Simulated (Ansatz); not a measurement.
Ansatz results at the PBE0-D4/def2-TZVP geometry: size of the dipole moment (ωB97M-V/def2-TZVPP) 2.04 D; HOMO–LUMO gap (B3LYP/def2-TZVPP) 4.28 eV; size of the dipole moment (PBE/def2-TZVPP) 1.83 D.

(1) Which molecule gave them?
A. `N[SiH]([SiH3])CCl`
B. `[SiH2]1SS1`
C. `NC1=C(O)[SiH2]N1`
D. `[Br][Al]1[CH2][CH2]1`

Answers

(1) B. The others give `NC1=C(O)[SiH2]N1`: 1.05, 5.01, 1.22; `[Br][Al]1[CH2][CH2]1`: 0.12, 4.64, 0.27; `N[SiH]([SiH3])CCl`: 3.01, 6.61, 2.98.

B3LYP here is the variant with VWN-RPA as its local correlation; programs differ in this.
